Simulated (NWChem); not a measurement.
# Dipole moment of ClGa

```xyz
2

Ga     0.0000     0.0000    -0.7909
Cl     0.0000     0.0000     1.4423
```
Charge 0, spin multiplicity 1.

Program: NWChem. The geometry was optimised at B3LYP/def2-SVP, a minimum by its harmonic frequencies.

Basis set: aug-cc-pVDZ. The CCSD dipole comes from the Λ equations, without orbital relaxation.

The Hamiltonian is non-relativistic. The correlated methods keep 14 core orbitals frozen. B3LYP has NWChem's definition, with VWN1-RPA local correlation. The structure started from a generated list of species. Coupled-cluster values serve here as a point of comparison, not as the truth.

**Question.** For the dipole moment, CCSD gives 2.56 D and PBE0 gives 2.57 D. What do B3LYP, HF, PBE give?

**Answer.** B3LYP: 2.62 D; HF: 2.63 D; PBE: 2.44 D.
